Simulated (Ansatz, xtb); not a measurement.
# GaGeH4NO: which of two structures lies lower

Structure X is a singlet given by its coordinates and structure Y is a singlet given by its coordinates. Both are isolated molecules in the gas phase, relaxed with PBE0-D3(BJ)/def2-SVP.

X (Å):

```xyz
8

Ga   -2.4452   -0.2430   -0.4064
Ge    0.5388    0.3149   -0.6903
N    -0.7077   -0.9683   -0.8580
O    -0.7000    1.4856   -0.0457
H     1.1334    0.9370   -1.9780
H     1.6531    0.1053    0.3593
H    -0.4602   -1.9388   -1.0304
H    -0.6651    2.3904   -0.3729
```

Close contacts (Å): Ga1–Ge2 3.05, Ga1–N3 1.94, Ge2–N3 1.80, Ge2–O4 1.82, Ge2–H5 1.55, Ge2–H6 1.55, N3–H7 1.02, O4–H8 0.96.

Y (Å):

```xyz
8

Ga   -0.4182   -0.3777   -1.1878
Ge    1.7881    0.9657   -2.4708
N     0.2079   -0.1605   -3.1558
O     1.1487    0.6998   -0.8927
H    -0.4284    0.3354   -3.7843
H     0.4755   -1.0170   -3.6462
H    -1.7430    0.4441   -0.9937
H    -0.1948   -1.8719   -0.7569
```

Close contacts (Å): Ga1–N3 2.08, Ga1–O4 1.92, Ge2–N3 2.06, Ge2–O4 1.72, Ga1–H7 1.57, Ga1–H8 1.57, N3–H5 1.02, N3–H6 1.02.

Quicker runs give these differences E(Y) − E(X): GFN2-xTB −20.4 kcal/mol; HF/STO-3G −51.6 kcal/mol (at GFN2-xTB geometries); r2SCAN-D4/def2-SVP −14.7 kcal/mol (at GFN2-xTB geometries).

Q: Estimate E(Y) − E(X) at the level CCSD(T)/def2-SVP + ΔMP2/def2-TZVPP.

A: Calculated at CCSD(T)/def2-SVP + ΔMP2/def2-TZVPP: E(Y) − E(X) = −11.1 kcal/mol, so structure Y lies lower.

Level by level:

```
                             level              geometry  E(Y) − E(X) (kcal/mol)  departure from the last row (kcal/mol)  job, with rough time for the two
                          GFN2-xTB              GFN2-xTB                     −20.4                                    −9.3              optimisation, 0.53 s
                         HF/STO-3G              GFN2-xTB                     −51.6                                   −40.5                 single point, 4 s
                r2SCAN-D4/def2-SVP              GFN2-xTB                     −14.7                                    −3.6               single point, 5.8 s
              PBE0-D3(BJ)/def2-SVP  PBE0-D3(BJ)/def2-SVP                     −11.0                                    +0.1             optimisation, 1.7 min
                       HF/def2-SVP  PBE0-D3(BJ)/def2-SVP                      −6.4                                    +4.7           part of the CCSD(T) run
                      MP2/def2-SVP  PBE0-D3(BJ)/def2-SVP                     −14.1                                    −3.0           part of the CCSD(T) run
                  CCSD(T)/def2-SVP  PBE0-D3(BJ)/def2-SVP                     −13.4                                    −2.3                      single point
CCSD(T)/def2-SVP + ΔMP2/def2-TZVPP  PBE0-D3(BJ)/def2-SVP                     −11.1                                                        single point, 48 s
```

None of the levels shown reverses the order. The largest departure from CCSD(T)/def2-SVP + ΔMP2/def2-TZVPP is that of HF/STO-3G, 40.5 kcal/mol. The last row adds to CCSD(T) the change of the MP2 difference between the two basis sets, here +2.3 kcal/mol.

With harmonic frequencies from PBE0-D3(BJ)/def2-SVP (ideal gas, rigid rotor, one conformer each, 200 K, 1 atm): the zero-point term adds 0.0 kcal/mol; ΔH is −11.4 and ΔG −10.9 kcal/mol.

The correlated steps freeze 20 core orbitals; the filled d shell of Ga and Ge is correlated, in a basis made for valence electrons. Mirror images aren't counted in ΔG. Codes used: Ansatz 0.2.0, xtb 6.7.1; the last row on 2 threads of Intel(R) Xeon(R) Platinum 8259CL CPU @ 2.50GHz (Skylake/Cascade Lake) on a shared host.
